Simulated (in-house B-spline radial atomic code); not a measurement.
## RPA and G0W0 on LDA VWN5: Hg

Configuration [Xe] 4f14 5d10 6s2, mean-field start LDA VWN5. Computed with an all-electron radial atomic-structure program (B-spline basis): all electrons, scalar-relativistic (spin-free one-electron X2C), finite nucleus, each spin shell either full or empty, empty states to l = 9 with an (l + 1/2)⁻⁴ tail; G0W0 by contour deformation at full frequency.

Without the two-electron picture change, the correlation of inner shells comes somewhat too large for so heavy an element.

Command:
```bash
python run_gw.py task.json out
```
Settings (radii: box in bohr, nucleus in fm):
```
Z                        80
electrons                80
configuration            [Xe] 4f14 5d10 6s2
hamiltonian              x2c
method                   lda,vwn
lmax                     9
rms_radius               5.4648
spin_polarised           False
box_radius               40
intervals                72
ion_configuration        [Xe] 4f14 5d10 6s1
```

Run time, properties included: 16 s on 1 thread of Arm Neoverse V1, with other jobs on the host.

Energies (hartree):

```tsv
term	value
mean-field total	-19614.13553
Hartree-Fock functional on these orbitals	-19620.04259
direct second order	-8.4533
second-order exchange	2.0864
SOSEX correction	1.925
```

(1) What is the RPA correlation energy, and what remains with SOSEX?

Quasi-particle levels (eV):

```json
{"level": "6s", "occupied": "yes", "mean field": "-7.108", "Σx - vxc": "-1.99", "Σc": "?", "QP weight": "?", "G0W0": "?"}
{"level": "5d", "occupied": "yes", "mean field": "-10.069", "Σx - vxc": "-6.50", "Σc": "1.54", "QP weight": "0.957", "G0W0": "-15.024"}
{"level": "6p", "occupied": "no", "mean field": "-1.209", "Σx - vxc": "3.05", "Σc": "-0.91", "QP weight": "0.935", "G0W0": "0.931"}
```

G0W0 = mean field + (Σx - vxc) + Σc, with Σc (partial-wave tail included) taken at the quasi-particle energy. Only the outer levels were computed. Levels of low weight are left out. An empty level above zero is unbound and depends on the box.

(2) Where does G0W0 put 6s?

(3) What does it cost to remove one electron (to [Xe] 4f14 5d10 6s1) by differences of total energies, each species on its own start (correlation terms add to the Hartree-Fock functional)?

Results:

(1) RPA gives -7.244 hartree (-2.46 eV per electron); RPA + SOSEX gives -5.3189, and the second-order doubles -6.3669 hartree (no singles). SOSEX takes back 27 % of the RPA value.

(2) At -10.707 eV, with Σc = -1.61 eV and a quasi-particle weight of 0.876. The tabulated removal energy is 10.438 eV (NIST, measured); the calculation leaves out spin-orbit coupling, Breit and QED terms, and what these don't explain is the method's own error.

(3) LDA VWN5 10.841 eV, Hartree-Fock functional 8.405 eV, + RPA 10.783 eV, + RPA + SOSEX 10.215 eV, + second order 12.333 eV. Tabulated: 10.438 eV (NIST, measured); the calculation leaves out spin-orbit coupling, Breit and QED terms, and what these don't explain is the method's own error.
